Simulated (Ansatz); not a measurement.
Cartesian coordinates in Å:
```
Ge 0.418 -0.900 1.238
C -0.607 0.327 0.086
C 0.095 0.576 -1.218
Br -0.912 1.794 -2.377
H 1.801 -0.297 1.542
H -0.342 -1.123 2.554
H 0.611 -2.249 0.523
H -0.755 1.260 0.632
H -1.593 -0.113 -0.083
H 1.065 1.054 -1.088
H 0.220 -0.330 -1.808
```

Charge 0, multiplicity 1.

Problem. List the ωB97M-V/def2-TZVPP orbital energies in eV (the Gaussian-basis code of Ansatz). (Estimate.)

Solution. The calculation gave: Occupied: -13156.46, -10866.55, -1708.78, -1536.99, -1536.91, -1536.91, -1362.41, -1210.13, -1210.13, -1210.13, -283.18, -281.86, -241.62, -181.37, -181.08, -181.08, -174.18, -123.42, -123.42, -123.41, -74.73, -74.65, -74.64, -74.41, -74.41, -36.23, -36.23, -36.22, -36.16, -36.16, -25.75, -23.22, -20.16, -18.09, -16.13, -14.20, -13.77, -13.27, -11.92, -11.84, -10.99, -10.14, -10.05. Lowest empty: 1.70, 2.25, 2.95, 3.30, 3.57, 3.64, 4.01, 4.29.
